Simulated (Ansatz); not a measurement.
A set of 12 reactions (atomization), with CCSD(T)/CBS values in kJ/mol:

```json
{"reaction": "`C[B]Br`• → B• + Br• + C• + 3 H•", "ΔE": "2018.2"}
{"reaction": "`[CH2][Al]([CH3])[OH]`• → Al• + 2 C• + 6 H• + O•", "ΔE": "3652.4"}
{"reaction": "`O=C=C[SiH3]` → 2 C• + 4 H• + O• + Si•", "ΔE": "3134.7"}
{"reaction": "`[SiH3][SiH]1NCS1` → C• + 7 H• + N• + S• + 2 Si•", "ΔE": "3995.8"}
{"reaction": "`OC1[NH][GeH2][S]1` → C• + Ge• + 5 H• + N• + O• + S•", "ΔE": "3398.5"}
{"reaction": "`C=COCCC` → 5 C• + 10 H• + O•", "ΔE": "6459.6"}
{"reaction": "`[SiH2]N([SiH3])[SiH2]Cl`• → Cl• + 7 H• + N• + 3 Si•", "ΔE": "3724.2"}
{"reaction": "`[Mg][SH]`• → H• + Mg (atom) + S•", "ΔE": "566.3"}
{"reaction": "`C=NC(F)OC` → 3 C• + F• + 6 H• + N• + O•", "ΔE": "4736.4"}
{"reaction": "`C=C1CO1` → 3 C• + 4 H• + O•", "ΔE": "3323.7"}
{"reaction": "`[CH3][Sn]([F])([F])[F]` → C• + 3 F• + 3 H• + Sn•", "ΔE": "2903.2"}
{"reaction": "`[GeH3][CH]=[Se]` → C• + Ge• + 4 H• + Se•", "ΔE": "2052.3"}
```

Program: Ansatz. Geometries: PBE0-D4/def2-TZVP. ΔE: electronic, gas phase. CCSD(T)/CBS adds triple-zeta CCSD(T) − MP2 to the extrapolated MP2 energy (def2 sets, frozen cores). This one scheme is used for every species, atoms too. Functionals use def2-TZVPP. B3LYP here is the variant with VWN-RPA as its local correlation; programs differ in this. Open shells (•) are unrestricted, without spin–orbit coupling. Spin–orbit coupling would lower the free atoms: a little for Al, B, C, Cl, F, O, S, Si; clearly for Br, Ge, Se; strongly for Sn. Elements past krypton have def2 core potentials. Bonds to Br, Ge, Mg, Se, Sn are less sure, by a few kJ/mol each and by 10 to 20 or more in all where they break to atoms, as the def2 sets lack core-valence functions. Scalar relativity is left out up to krypton. One conformer a species, not always the lowest.

Problem. Give the mean, mean absolute and largest difference (level minus CCSD(T)/CBS, kJ/mol) for: PBE-D4, ωB97X-V, ωB97M-V, B2PLYP, PBE, B3LYP, HF/def2-TZVPP, MP2/def2-TZVPP, SCS-MP2/def2-TZVPP, CCSD/def2-TZVPP, CCSD(T)/def2-TZVPP, HF/def2-QZVPP, MP2/def2-QZVPP, CCSD/CBS(def2). (An estimate is asked.)

Solution. Computed: 
```json
{"level": "PBE-D4", "mean": "69.6", "mean absolute": "74.0", "largest": "172.1"}
{"level": "ωB97X-V", "mean": "10.5", "mean absolute": "17.6", "largest": "41.0"}
{"level": "ωB97M-V", "mean": "2.2", "mean absolute": "17.2", "largest": "-41.6"}
{"level": "B2PLYP", "mean": "-41.1", "mean absolute": "41.1", "largest": "-71.6"}
{"level": "PBE", "mean": "50.5", "mean absolute": "62.8", "largest": "151.7"}
{"level": "B3LYP", "mean": "-37.2", "mean absolute": "37.2", "largest": "-84.9"}
{"level": "HF/def2-TZVPP", "mean": "-944.8", "mean absolute": "944.8", "largest": "-1668.3"}
{"level": "MP2/def2-TZVPP", "mean": "-36.2", "mean absolute": "36.3", "largest": "-95.3"}
{"level": "SCS-MP2/def2-TZVPP", "mean": "-53.2", "mean absolute": "53.2", "largest": "-87.2"}
{"level": "CCSD/def2-TZVPP", "mean": "-146.8", "mean absolute": "146.8", "largest": "-232.1"}
{"level": "CCSD(T)/def2-TZVPP", "mean": "-92.1", "mean absolute": "92.1", "largest": "-143.6"}
{"level": "HF/def2-QZVPP", "mean": "-939.1", "mean absolute": "939.1", "largest": "-1662.4"}
{"level": "MP2/def2-QZVPP", "mean": "18.6", "mean absolute": "28.8", "largest": "53.5"}
{"level": "CCSD/CBS(def2)", "mean": "-54.7", "mean absolute": "54.7", "largest": "-88.5"}
```

The largest T1 diagnostic in the set is 0.018, for Al• (customary mark 0.045).

CCSD(T)/CBS is a level of theory with its own doubt, and the functionals carry their triple-zeta basis error, so these figures describe this set and don't rank the functionals.
